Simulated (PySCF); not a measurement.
Homolysis of single bonds, series Sn Cl-H. Gas-phase values, no solvent. Strings in code marks are SMILES.

The highest occupied spin orbital from two functionals at the same geometries (B3LYP-D3(BJ)/def2-TZVP), both in PySCF: PBE-D3(BJ)/def2-TZVP and TPSSh-D3(BJ)/def2-TZVP. 

```
species                                    PBE-D3(BJ)/def2-TZVP (eV)  TPSSh-D3(BJ)/def2-TZVP (eV)
-----------------------------------------  -------------------------  ---------------------------
radical fragment (`[Sn]([Cl])([Cl])[Cl]`)                      -6.71                        -7.27
radical fragment (`[Cl][SnH][Cl]`)                             -6.16                        -6.76
radical fragment (`[Cl][SnH2]`)                                -5.63                        -6.20
radical fragment (`[SnH3]`)                                    -5.17                        -5.68
```

Over these rows, drawn at random from the members with no instability flagged (it was tested for open shells, ions and some series alone), PBE minus TPSSh-D3(BJ): mean +0.56 eV, from +0.51 eV to +0.60 eV.
